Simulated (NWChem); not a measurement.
Molecule: CH5AlS; SMILES [AlH]([SH])[CH3]

```xyz
8

Al    -0.6065    -0.4941     0.0000
H     -2.1892    -0.5845     0.0000
C      0.5890    -2.0504     0.0000
H      0.4001    -2.6798     0.8800
H      1.6527    -1.7888     0.0000
H      0.4001    -2.6798    -0.8800
S      0.1632     1.5755     0.0000
H      1.4756     1.2506     0.0000
```
Atoms are numbered in this order, from 1.

Results from NWChem. Geometry: optimised at B3LYP/6-31G* (spherical d). Ions are spin-unrestricted doublets at the neutral geometry; other ion states weren't tried.

```json
[
 {"level": "B3LYP/def2-SVP", "−ε(HOMO) (eV)": "7.19"},
 {"level": "PBE/def2-SVP", "−ε(HOMO) (eV)": "[?]"},
 {"level": "PBE0/def2-SVP", "−ε(HOMO) (eV)": "7.50"}
]
```

Q: Fill in the missing entries.

A: 
- PBE/def2-SVP, −ε(HOMO) (eV): 6.30
